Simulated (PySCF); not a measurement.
**Induced dipoles and field energies**

Si(OAc)4, C8H12O8Si.
Structure used (PBE0-D3(BJ)/def2-SVP), in Å, numbered top down from 1:
```xyz
29
C8H12O8Si angstrom
Si    -0.0033   -0.0195   -0.0274
O     -0.1515    0.1468    1.6203
C     -1.1823   -0.3560    2.3390
C     -0.9586   -0.2025    3.8075
O     -2.1341   -0.8671    1.8170
H     -1.8473   -0.5302    4.3574
H     -0.7142    0.8422    4.0450
H     -0.0904   -0.8150    4.0939
O      1.6104    0.1508   -0.3874
C      2.2378    1.3488   -0.4514
C      3.6393    1.2115   -0.9474
O      1.6888    2.3719   -0.1482
H      4.1502    2.1789   -0.9003
H      3.6082    0.8502   -1.9865
H      4.1752    0.4563   -0.3555
O     -0.9898    1.1252   -0.7172
C     -0.8058    1.6391   -1.9571
C     -1.7001    2.8083   -2.2072
O      0.0012    1.1872   -2.7208
H     -1.6151    3.1291   -3.2508
H     -1.3945    3.6255   -1.5362
H     -2.7390    2.5514   -1.9581
O     -0.4846   -1.4966   -0.6158
C     -0.2541   -2.6684    0.0234
C     -1.0072   -3.7950   -0.6032
O      0.4648   -2.7398    0.9814
H     -0.7299   -4.7420   -0.1283
H     -0.8100   -3.8261   -1.6839
H     -2.0837   -3.6071   -0.4719
```

Level: wB97X-D/def2-SVPD (PySCF); nuclei fixed, core orbitals frozen in the response. Permanent dipole (-0.033, 0.075, 0.122) D (1 au = 2.5417 D). Static polarisability (au):

```
x   134.11   3.87  -2.84
y     3.87 140.02  -6.07
z    -2.84  -6.07 136.41
```

Only the terms in μ and α are kept: μ(F) = μ + αF and ΔE = −μ·F − ½ F·αF.

Apply 0.01 au along ±x, ±y and ±z in turn. Tabulate induced and total dipoles and both energy terms.

```tsv
field along	induced x (D)	induced y (D)	induced z (D)	total size (D)	−μ·F (kJ/mol)	−½F·αF (kJ/mol)
+x	3.409	0.098	-0.072	3.381	+0.341	-17.605
−x	-3.409	-0.098	0.072	3.447	-0.341	-17.605
+y	0.098	3.559	-0.154	3.635	-0.775	-18.381
−y	-0.098	-3.559	0.154	3.497	+0.775	-18.381
+z	-0.072	-0.154	3.467	3.592	-1.260	-17.907
−z	0.072	0.154	-3.467	3.353	+1.260	-17.907
```

For the field (-0.0040, -0.0090, 0.0090) au, what is the induced dipole, and what angle does it make with the field?

αF = (-1.517, -3.381, 3.288) D, at 0.9° to the field. The polarisability along this direction, F·αF/F², is 146.08 au, against a mean of 136.85 au.

A unit point charge sits 15 Å away. Estimate the induction energy −αe²/2R⁴ with the mean polarisability, treating the molecule as a point.

R = 28.35 bohr, so the energy is −136.8/(2 × 28.35⁴) Eh = -0.278 kJ/mol. The charge–dipole term at its most favourable orientation, −μe/R², is -0.189 kJ/mol.

Isolated species at its PBE0-D3(BJ)/def2-SVP geometry (one conformer only).

The pairwise dispersion term of wB97X-D wasn't added to the energies; at a given geometry it leaves orbitals and properties as they are.
